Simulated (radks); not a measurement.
All-electron atom: Li I in [He] 2s1.

All-electron calculation, non-relativistic Kohn-Sham, exchange-only B88, spin-polarised, spherical densities, point nucleus; open shells are filled with parallel spins first. Program: a radial shooting solver on a logarithmic mesh with Libxc functionals.

Energy parts (hartree):
total: -7.42879
kinetic: 7.42879
electron-nucleus: -17.13471
Hartree: 4.04521
exchange: -1.76809

Orbitals (lengths in bohr, moments of r in powers of bohr; <r^-3> diverges for s and p1/2; r(max) is where P^2 peaks; r(90%) holds 90 % of the orbital's charge):
\begin{tabular}{lrrrrrr}
orbital & occ. & eigenvalue (hartree) & r(90%) & r(max) & <r^-3> & <1/r> \\ \hline
1s up & 1 & -1.87716 & 1.06 & 0.3602 & - & 2.676 \\
1s down & 1 & -1.86928 & 1.05 & 0.3606 & - & 2.677 \\
2s up & 1 & -0.10923 & 6.04 & 3.065 & - & 0.3591 \\
\end{tabular}

The highest occupied level is 2s up at -2.972 eV. Virial ratio -V/T = 2.00000. The density falls to 0.001 e/bohr^3 at r = 4.16 bohr. The spin density at the nucleus is 0.2201 e/bohr^3 (1s 0.0020, 2s 0.2181), a Fermi contact field of 11.5 T. Summed over all electrons, <r^2> = 18.49 bohr^2, which gives a Langevin (diamagnetic) susceptibility term of -14.6 x 10^-6 cm^3/mol.
